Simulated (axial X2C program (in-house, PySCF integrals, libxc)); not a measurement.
# What spin–orbit coupling does to BeRh

Calculated with an axial X2C code built on PySCF integrals. Spin-free means the one-electron spin-free X2C Hamiltonian; two-component (2c) means X2C with spin–orbit coupling and atomic mean-field two-electron Coulomb and Gaunt terms, so the difference of the two also holds small scalar two-electron terms. Basis: Rh dyall-cv3z [12s12p8d5f3g], Be dyall-cv3z [8s8p3d1f] (cores contracted in-house); Gaussian nuclei, density fitting, unrestricted open shells. Masses: Rh 102.906 u, Be 9.012 u.

Spin-free state: M_S = 1/2, Λ = 2 (beyond evenly filled blocks: δ+α, δ+β, δ-α); fragments Rh + Be.

```json
{"level": "PBE0", "Re (Å)": "1.906", "ωe (cm⁻¹)": "660.0", "De (eV)": "2.439", "μ (D)": "-1.09"}
{"level": "PW91", "Re (Å)": "1.907", "ωe (cm⁻¹)": "674.6", "De (eV)": "3.044", "μ (D)": "-0.70"}
```

Dipoles are positive if Be is the positive end.

(1) Within this multiplet, which Ω should lie lowest by the rule for regular and inverted multiplets?

Two-component determinant lowest at the distance of the search:

Ω = 5/2 (⟨Sz⟩ = 0.50, ⟨Lz⟩ = 2.00 at PBE0); fragments Rh + Be.

```tsv
level	Re (Å)	ωe (cm⁻¹)	μ (D)
PBE0	1.906	659.7	-1.10
PW91	1.907	674.2	-0.71
```

(2) From the two tables, how do the constants change at the PBE0 level (2c against spin-free)?

The state is one determinant whose occupation by symmetry is held fixed; it was picked as the lowest of a PBE0 search that is not exhaustive. De is counted from the lowest determinant-based energies of the atoms at the same level, without counterpoise correction. De is not given where an atomic determinant may have missed its ground term or J level, or where the truncated virtual space spoils (T). Density functionals use the spin component along the axis (collinear). PBE0 can misorder states that lie within some tenths of an eV, so this need not be the ground state of the molecule. The nearest other spin-free determinant of the search, M_S = 1/2, Λ = 0, lies 0.50 eV up at the distance of the search. The functionals have no current-density term, which raises determinants with orbital currents, atoms included. The determinant is spin-polarised beyond a pure state at some levels (its spin-free form has ⟨S²⟩ too high), which makes Re and μ there less reliable.

Answers

(1) The open δ shell holds three electrons, one hole, so the multiplet is inverted: Ω = Λ + 1/2 = 5/2. The PBE0 2c search agrees.

(2) At the PBE0 level Re is unchanged within 0.001 Å and ωe drops by 0.3 cm⁻¹.
